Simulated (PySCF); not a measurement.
Computed shifts of a molecule C2H5BF2O, KT2/pcSseg-1 run with PySCF, GIAO, gas phase, equivalent atoms averaged, in ppm (number of nuclei): ¹³C: 81.5 (1), 60.9 (1). ¹⁹F: -74.0 (1), -334.5 (1). ¹H: 4.87 (2), 4.59 (2), 0.36 (1). References: ¹⁷O against H2O (σ = 330.4 ppm); ¹³C against TMS (σ = 185.1 ppm); ¹¹B against BF3 (σ = 89.8 ppm); ¹⁹F against CFCl3 (σ = 127.1 ppm); ¹H against TMS (σ = 31.47 ppm), references at their B3LYP-D3(BJ)/def2-TZVP geometries, non-relativistic. Geometry optimised at r2SCAN-D4/def2-SVP. One conformer was computed; it need not be the lowest.

Task: Which structure fits?
(A) OCCB(F)F
(B) OCB(F)CF
(C) CCOB(F)F
(D) OB(CF)CF

Result: B, OCB(F)CF
